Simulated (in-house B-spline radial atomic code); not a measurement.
Computed with a B-spline radial atomic code. Model: two electrons, singlet ground state, non-relativistic, full CI in B-splines with partial waves to l = 8 (at full coupling up to 3e-4 hartree above the limit, correlation up to 0.6 % small), density held at that of full coupling by Lieb maximisation.

Along the adiabatic connection the electron repulsion is scaled by a coupling λ while a local potential keeps the density fixed. At λ = 0 the system is the Kohn-Sham one and W equals the exchange energy; the exchange-correlation energy is the area under W between 0 and 1. The kinetic energy rises with λ as the electrons avoid each other, with dT/dλ = −λ dW/dλ.

Command:
```bash
python run_ac.py task.json out
```
Settings (lengths in bohr, energies in hartree):
```
potential              yukawa
strength               8.79
lmax                   8
second                 3.27
```

Cost of the run: 12 s on 1 thread of Intel(R) Xeon(R) Processor @ 2.30GHz (shared host).

**W = mean repulsion less Hartree energy, and W of three functionals.**

Given: confinement screened point charge; nuclear charge 8.79; screening of the nucleus 3.27 1/bohr; external potential -Z exp(-k r)/r.

Computed: LDA exchange minus exact 654.57 millihartree; SCAN exchange minus exact -19.835 millihartree.

```
coupling  W xc (hartree)  W xc minus exchange (millihartree)  kinetic minus Kohn-Sham (millihartree)  LDA (PW92) W minus its exchange (millihartree)  PBE W minus its exchange (millihartree)  SCAN W minus its exchange (millihartree)
       0         -4.7233                                   0                                       0                                               0                                        0                                         0
    0.02               ?                                   ?                                       ?                                               ?                                        ?                                         ?
    0.05         -4.7281                              -4.774                                     0.1                                          -33.32                                    -4.47                                     -4.57
    0.12         -4.7348                             -11.416                                     0.7                                          -67.32                                   -10.79                                    -10.88
    0.25          -4.747                             -23.633                                     2.9                                         -118.71                                    -22.6                                    -22.36
     0.4         -4.7609                             -37.539                                     7.4                                         -168.52                                   -36.25                                    -35.31
     0.6         -4.7791                             -55.771                                    16.6                                         -225.88                                    -54.4                                    -52.16
     0.8          -4.797                             -73.658                                    29.1                                         -276.47                                    -72.4                                    -68.56
       1         -4.8146                             -91.211                                    44.9                                         -322.25                                   -90.21                                    -84.57
     1.4         -4.8487                             -125.35                                    85.8                                         -403.44                                  -125.16                                    -115.5
       2               ?                                   ?                                       ?                                               ?                                        ?                                         ?
       3         -4.9735                             -250.14                                     358                                         -650.22                                  -254.87                                   -227.28
     4.5         -5.0757                             -352.39                                   739.8                                         -821.11                                  -362.38                                   -318.33
       7         -5.2207                             -497.39                                  1567.6                                         -1038.9                                  -516.31                                   -448.08
      10         -5.3623                             -638.97                                  2763.4                                         -1236.2                                  -668.86                                   -576.73
```

What belongs in the row 0.02?

W xc (hartree): -4.7253; W xc minus exchange (millihartree): -1.912; kinetic minus Kohn-Sham (millihartree): 0; LDA (PW92) W minus its exchange (millihartree): -15.57; PBE W minus its exchange (millihartree): -1.78; SCAN W minus its exchange (millihartree): -1.84.

What belongs in the row 2?

W xc (hartree): -4.8976; W xc minus exchange (millihartree): -174.25; kinetic minus Kohn-Sham (millihartree): 168.8; LDA (PW92) W minus its exchange (millihartree): -507.35; PBE W minus its exchange (millihartree): -175.71; SCAN W minus its exchange (millihartree): -159.49.

What is the PBE exchange minus exact?

60.623 millihartree.

**Energy parts, natural occupations and partial-wave weights.**

Computed: total energy -28.2575 hartree; exchange energy -4.7233 hartree; correlation energy -0.046344 hartree; kinetic part of the DFT correlation energy 0.044867 hartree; kinetic part over minus potential part 0.4919; Hartree energy 9.4467 hartree; Lieb Oxford ratio E_xc over LDA exchange 1.1723.

```tsv
natural	occupation of the shell (electrons)
s	1.9991
p	0.00045907
s	0.00041072
d	?
p	2.0634e-05
s	1.0561e-05
```

What belongs in the row d?

occupation of the shell (electrons): 2.5637e-05.

```
wave      weight
   s     0.99974
   p  0.00024102
   d  1.4627e-05
   f           ?
   g  5.2643e-07
```

What belongs in the row f?

weight: 2.2011e-06.

What is the Kohn-Sham kinetic?

60.125 hartree.

What is the initial slope twice GL2?

-0.095686 hartree.

Half-way to full coupling W has made 51 % of its drop, against 50 % for a straight line, and second-order (GL2) theory, half the initial slope, overshoots the correlation energy by about 3 %: correlation is weak here. Over couplings 0 to 1 the errors in E_xc come to about +513 millihartree for LDA, +62 millihartree for PBE, -17 millihartree for SCAN, so SCAN is nearest. In LDA and SCAN the errors of exchange and correlation have opposite signs, so the sum is smaller than the larger of the two.
